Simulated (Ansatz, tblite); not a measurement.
Forces on Pb2O3 at its PBE-D4/def2-SVP geometry. The state is a singlet with charge 0.

In the def2 sets Pb takes a core potential; there is no spin–orbit coupling. The xTB rows come from tblite. The structure holds 1 bond(s) between oxygen atoms. The structure comes from a short search, and lower isomers may exist.

GFN1-xTB (tblite), largest force 1.89 eV/Å:

```xyz
5
positions Å, forces eV/Å
Pb    0.052    1.118    1.257   -0.010   -0.730   -0.482
Pb   -0.095   -0.550   -1.588    0.060    0.062    0.871
O    -0.677   -1.041    0.645    1.716    0.636   -0.462
O     0.828   -0.991    0.538   -1.802    0.520   -0.212
O    -0.109    1.465   -0.853    0.036   -0.488    0.284
```

GFN2-xTB (tblite), largest force 1.96 eV/Å:

```
Pb 0.014 -0.040 0.180
Pb 0.002 -0.177 -0.054
O 1.923 0.258 -0.250
O -1.952 0.129 0.025
O 0.013 -0.170 0.099
```

PBE-D4/def2-TZVP (Ansatz), largest force 0.61 eV/Å:

```
Pb -0.026 -0.326 -0.511
Pb 0.028 0.286 0.534
O -0.005 0.165 -0.096
O -0.019 0.164 -0.095
O 0.022 -0.289 0.168
```
